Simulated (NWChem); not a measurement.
# AlH$_{2}$S$_{2}$Cl; SMILES [SH][Al]([SH])[Cl]

```xyz
6

Al     0.0000     0.0000    -0.0118
Cl     0.0000     0.0000    -2.1189
S      1.9480     0.0000     0.9904
H      1.4044     0.0000     2.2409
S     -1.9480     0.0000     0.9904
H     -1.4044     0.0000     2.2409
```
Atoms are numbered in this order, from 1.

Results from NWChem. Geometry: optimised at PBE-D3(BJ)/def2-SVP. Level M06-2X/def2-SVP: energy and gradient on several grids; changes count from the extra-fine grid, which is no exact limit either.

| grid | size of the energy change (μHa) | largest change of a gradient component (μHa/bohr) |
|---|---|---|
| xcoarse | 300 | 400 |
| coarse | 30 | 200 |
| medium | < 10 | 100 |
| fine | < 10 | 100 |
| xfine | < 10 | < 30 |
